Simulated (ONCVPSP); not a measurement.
# vanadium: variants of one ONCV potential

Base potential:

vanadium (V), optimised norm-conserving Vanderbilt (ONCV), made with ONCVPSP 4.0.1 (PW91, scalar-relativistic). Core [Ne], reference 3s2 3p6 3d3 4s1.5 4p0.5. Waves: 3s+4s: rc 1.75 bohr, ncon 3, nbas 8, qcut 8.8 1/bohr, 2 projectors; 3p+4p: rc 2.05 bohr, ncon 3, nbas 7, qcut 8.3 1/bohr, 2 projectors; 3d: rc 1.85 bohr, ncon 5, nbas 10, qcut 7.3 1/bohr, 2 projectors, debl 1.6 Ha. Local part: polynomial inside 1.15 bohr (lpopt 2, dvloc0 3 Ha). Core correction: Teter function, fcfact 5.75, rcfact 1.35.

All-electron outer shells of the reference configuration (PW91, scalar-relativistic, ld1.x):

```json
{"shell": "2s", "level (eV)": "-603.50", "outermost node (bohr)": "0.09", "outermost maximum (bohr)": "0.26"}
{"shell": "2p", "level (eV)": "-504.18", "outermost node (bohr)": "–", "outermost maximum (bohr)": "0.21"}
{"shell": "3s", "level (eV)": "-70.98", "outermost node (bohr)": "0.38", "outermost maximum (bohr)": "0.82"}
{"shell": "3p", "level (eV)": "-44.82", "outermost node (bohr)": "0.35", "outermost maximum (bohr)": "0.84"}
{"shell": "3d", "level (eV)": "-5.92", "outermost node (bohr)": "–", "outermost maximum (bohr)": "0.90"}
{"shell": "4s", "level (eV)": "-5.19", "outermost node (bohr)": "1.17", "outermost maximum (bohr)": "2.72"}
{"shell": "4p", "level (eV)": "-1.82", "outermost node (bohr)": "1.30", "outermost maximum (bohr)": "3.59"}
```

Cutoffs, loose and tight: the cutoffs (Ha) at which the residual kinetic energy of the hardest occupied pseudo-wave falls to 1 and 0.1 mHa per electron. They do not see the model core or the augmentation charge, which bear on the density cutoff. Test errors are all-electron minus pseudo excitation energies from the reference, over the configurations 3s2 3p6 3d3 4s2 4p0; 3s2 3p6 3d3 4s1 4p0; 3s2 3p6 3d3 4s0 4p0; 3s2 3p6 3d3 4s1 4p1. A dash means not determined; rows that change the core or the reference have their own tests.

| change | outcome | cutoff, loose | cutoff, tight | bound ghosts | GHOST(+) flags above zero | largest test error (meV) |
| --- | --- | --- | --- | --- | --- | --- |
| base | generated | 25 Ha | 69 Ha | none | none | +0.2 |
| core correction none | generated | 25 Ha | 69 Ha | none | none | +1.3 |
| local potential polynomial inside 1.15 bohr (lpopt 2, dvloc0 4.5 Ha) | generated | 25 Ha | 69 Ha | none | none | +0.2 |
| d: nproj 1 | generated | 25 Ha | 69 Ha | none | none | -0.4 |
| s: qcut 7.9; p: qcut 7.4; d: qcut 6.5 | generated | 46 Ha | 106 Ha | none | none | -0.2 |
| d: rc 2.64 | generated | 20 Ha | 25 Ha | none | none | -5.6 |
| functional PBE; d: rc 1.75, qcut 7.7 | generated | 28 Ha | 73 Ha | none | none | -0.9 |
| all radii but the core radius scaled by about 1.31 (s 2.30, p 2.70, d 2.42 bohr); local potential polynomial inside 1.50 bohr (lpopt 2, dvloc0 3 Ha) | generated | 20 Ha | 22 Ha | none | none | -11 |
